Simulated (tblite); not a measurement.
C₂H₅F₃GeOSi.
Bonds: O1–C2 (double), C2–Si3, Si3–Ge4, C2–C5, C5–F6, C5–F7, C5–F8. Hydrogens: H9, H10 on Si3; H11, H12, H13 on Ge4.

Computed with GFN2-xTB (tblite), gas phase: L-BFGS steps from a force-field or distance-geometry start until the largest atomic force falls under 0.01 eV/Å.

Step 41: E = -781.5855 eV
```
atom  x, y, z in Å  |  force x, y, z in eV/Å
O1      1.2113    0.4813   -2.1218   -0.007   0.011   0.009
C2      1.0227    0.3414   -0.9453    0.010   0.005  -0.020
Si3    -0.3018    1.2233    0.1128   -0.005   0.026   0.017
Ge4    -2.0549   -0.2999    0.4114    0.021  -0.033   0.000
C5      1.8288   -0.7007   -0.1439   -0.020  -0.012   0.016
F6      0.9675   -1.5440    0.4687   -0.031  -0.020   0.011
F7      2.6725   -1.4408   -0.8543    0.018  -0.001   0.011
F8      2.5248   -0.1079    0.8393    0.034   0.012  -0.032
H9      0.3798    1.5741    1.3591   -0.006   0.010   0.003
H10    -0.6542    2.4138   -0.6572    0.014  -0.009  -0.005
H11    -1.7441   -1.7526    0.2672   -0.011   0.025  -0.007
H12    -2.6627   -0.1494    1.7710    0.001  -0.007   0.012
H13    -3.1941   -0.0381   -0.5247   -0.017  -0.005  -0.015
```

Step 42: E = -781.5858 eV
```
atom  x, y, z in Å  |  force x, y, z in eV/Å
O1      1.2160    0.4849   -2.1210    0.000   0.009   0.014
C2      1.0260    0.3433   -0.9449   -0.004  -0.011  -0.022
Si3    -0.3036    1.2215    0.1102   -0.001   0.023   0.019
Ge4    -2.0588   -0.2994    0.4094    0.033  -0.051   0.003
C5      1.8313   -0.6999   -0.1430   -0.016  -0.007   0.016
F6      0.9697   -1.5373    0.4771   -0.036  -0.012   0.010
F7      2.6687   -1.4469   -0.8535    0.018  -0.004  -0.002
F8      2.5357   -0.1064    0.8337    0.027   0.018  -0.025
H9      0.3753    1.5686    1.3588   -0.004   0.014   0.008
H10    -0.6546    2.4139   -0.6573    0.015  -0.009  -0.007
H11    -1.7496   -1.7531    0.2626   -0.010   0.036  -0.005
H12    -2.6593   -0.1504    1.7727   -0.001  -0.007   0.005
H13    -3.2012   -0.0382   -0.5226   -0.021   0.001  -0.014
```

Step 43: E = -781.5860 eV
```
atom  x, y, z in Å  |  force x, y, z in eV/Å
O1      1.2200    0.4885   -2.1200    0.009   0.006   0.014
C2      1.0289    0.3449   -0.9444   -0.019  -0.024  -0.010
Si3    -0.3054    1.2207    0.1081    0.003   0.010   0.017
Ge4    -2.0620   -0.2994    0.4075    0.029  -0.043   0.004
C5      1.8335   -0.6997   -0.1420   -0.008  -0.001   0.007
F6      0.9714   -1.5316    0.4853   -0.028   0.003   0.008
F7      2.6652   -1.4530   -0.8527    0.009  -0.005  -0.012
F8      2.5466   -0.1051    0.8278    0.011   0.018  -0.017
H9      0.3705    1.5641    1.3590    0.000   0.018   0.013
H10    -0.6547    2.4142   -0.6579    0.015  -0.006  -0.009
H11    -1.7544   -1.7529    0.2580   -0.006   0.029  -0.005
H12    -2.6559   -0.1516    1.7744   -0.001  -0.009  -0.005
H13    -3.2082   -0.0387   -0.5208   -0.014   0.004  -0.006
```

Question: Estimate the geometry and energy of step 44. (The exact step hangs on the optimiser's Hessian estimate; all steps are aligned on step 43, rigid shifts and turns removed.)

Answer: E = -781.5862 eV, largest force 0.036 eV/Å
```
atom  x, y, z in Å  |  force x, y, z in eV/Å
O1      1.2214    0.4905   -2.1190    0.013   0.003   0.010
C2      1.0298    0.3453   -0.9438   -0.025  -0.026   0.003
Si3    -0.3062    1.2211    0.1076    0.005  -0.004   0.012
Ge4    -2.0629   -0.2998    0.4065    0.015  -0.018   0.001
C5      1.8344   -0.7001   -0.1413   -0.003   0.002  -0.004
F6      0.9720   -1.5294    0.4893   -0.017   0.015   0.008
F7      2.6635   -1.4563   -0.8525   -0.002  -0.005  -0.013
F8      2.5525   -0.1046    0.8243   -0.003   0.015  -0.010
H9      0.3676    1.5630    1.3598    0.002   0.020   0.015
H10    -0.6542    2.4146   -0.6589    0.014  -0.005  -0.009
H11    -1.7564   -1.7520    0.2553    0.001   0.009  -0.006
H12    -2.6540   -0.1525    1.7753    0.000  -0.010  -0.012
H13    -3.2119   -0.0395   -0.5203   -0.001   0.004   0.004
```

The energy changes by -0.0002 eV. The first-order estimate −F·Δx gives -0.0002 eV and the mean of the old and new forces, exact on a quadratic surface, -0.0002 eV. The step makes an angle of 77° with the force vector and moves no atom by more than 0.007 Å.

The cost below is that of the whole relaxation. On one thread, Arm Neoverse N1 (aarch64), shared host with 64 logical CPUs at a one-minute load of 60, this took 2.5 s of wall time.
